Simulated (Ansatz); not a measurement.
Total energies of BGaH6SSi, SMILES `[SiH3]B[S][GaH2]`.

```xyz
10

Si    0.526   -1.230   -0.069
B    -0.348   -0.430    1.546
S    -0.961    1.209    1.391
Ga   -0.389    1.612   -0.795
H     0.445   -0.145   -1.156
H    -0.151   -2.391   -0.706
H     1.985   -1.506    0.018
H    -0.473   -0.995    2.591
H     0.919    2.442   -0.998
H    -1.552    1.435   -1.823
```

Charge 0, multiplicity 1. Correlated methods include outer-core shells of Ga, which these sets cover unevenly. Scalar relativity is left out up to krypton. Geometry: relaxed with PBE0-D4/def2-TZVP. It is one conformer, not always the lowest. Basis def2-TZVPP, the Gaussian-basis code of Ansatz.

RPA on PBE orbitals: Hartree–Fock energy of these orbitals -2637.86536 Eh, correlation -1.13518 Eh (frozen core).

```
             functional  energy without D4 (Eh)  D4 term (kJ/mol)
                    PBE             -2640.37739             -27.9
                 revPBE             -2640.76292             -70.7
                   BLYP             -2641.08079             -59.5
                 r2SCAN             -2640.96348              -6.4
                 B97M-V             -2640.52139                 –
                   PBE0             -2640.49057             -23.8
                  B3LYP             -2641.14419             -45.7
HSE06 (plane-wave form)             -2640.47345             -22.6
                  BHLYP             -2641.00146             -40.7
              CAM-B3LYP             -2641.15541             -24.8
                LC-ωPBE             -2640.56745                 –
                ωB97X-V             -2640.75795                 –
                ωB97M-V             -2640.86738                 –
                 B2PLYP             -2640.39843                 –
```

Q: Give the same for LDA (SPW92), r2SCANh, r2SCAN0, PBE-QIDH. (An estimate is asked.)

A: The calculation gave: 
| functional | energy without D4 (Eh) | D4 term (kJ/mol) |
| --- | --- | --- |
| LDA (SPW92) | -2635.15387 | – |
| r2SCANh | -2640.94873 | -7.0 |
| r2SCAN0 | -2640.92823 | -7.8 |
| PBE-QIDH | -2639.97890 | – |

B3LYP takes the VWN-RPA correlation (the form of Gaussian; ORCA's B3LYP/G). HSE06 is the plane-wave form, built on full-range PBE exchange. The double hybrids freeze the cores in their second-order part.

LC-ωPBE has ω = 0.4 bohr⁻¹.
